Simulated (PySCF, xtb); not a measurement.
C3H6BNO2, SMILES C/N=C1\COB1O.

GFN2-xTB run with xtb at its own geometry gives an orbital gap of 2.93 eV and a dipole moment of 1.75 D.

Geometry: PBE-D3(BJ)/def2-SVP. The structure was generated by enumeration; whether it is a known compound was not checked. Other conformers were not sampled.

### Question
What does PBE/def2-TZVP (PySCF) give? (An estimate is asked for; the answer gives what the named calculation found.)

### Answer
gap 3.42 eV (levels -5.66 and -2.23 eV), dipole 1.92 D.
